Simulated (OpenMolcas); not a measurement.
Pd4+ (d6) on a cation site of an ionic host was computed by SS-CASPT2, IPEA 0.25 Eh, imaginary shift 0.1 Eh with the d shell active (OpenMolcas, ANO-RCC-VTZP on the metal). Its lowest spin-free states, and all those of the highest spin:

```csv
2S+1,Degeneracy,E (cm-1)
1,1,0
3,3,24020
1,3,27030
3,3,27510
1,3,33560
5,3,45060
3,3,52030
3,3,52050
1,3,53460
3,2,53810
3,3,54420
1,1,54480
5,2,79920
```

Question: Is the site octahedral, tetrahedral or cube-like, axial, or of lower symmetry?

Answer: The states with 2S+1 = 5 have orbital degeneracies 3, 2. Threefold states need a cubic site. For d6 at this spin an octahedron puts the threefold T2 below the twofold E and a tetrahedron or cube puts the twofold E below the threefold T2, so the site is octahedral. The first gap at this spin, 34900 cm-1, is |10Dq| in ligand-field theory. The run had Pd4+ with its 6 nearest fluoride ions at 1.883 Å, on the Ge site of Cs2GeF6 (a = 9.021 Å, distance in the model lattice 1.804 Å). The rest of the host is ab initio model potentials to 7.6 Å and point charges beyond; the distance is set by hand and nothing relaxes. Ligand basis ANO-RCC-VDZP.

Roots that are degenerate in the reference are averaged as groups; the widest CASPT2 spread within a group is 280 cm-1 (the 3-fold group of multiplicity 1 near 126000 cm-1 above the lowest state of its run). Shifts and gaps below about the spread of the groups concerned are not significant. Over all roots computed the reference weight is 0.63 to 0.68; the roots of lowest weight are the least certain, and an intruder state may touch them. The least metal-like active orbital is 66 % on the metal (Löwdin) and no ligand orbital is active, so the numbers are rough, and ground spin, moment and any spin crossover can be artefacts of this space; highly charged d ions in such sites are as a rule low spin. Ligand-to-metal charge-transfer states are missing. With no ligand orbital active B as a rule stays too high, so bands that hang on it stand too high and its fall with covalency is understated. With one d shell and no ligand orbital active, 10Dq can be off by a tenth or more. No measured value stands beside these numbers; the geometry was set by hand and not optimised.
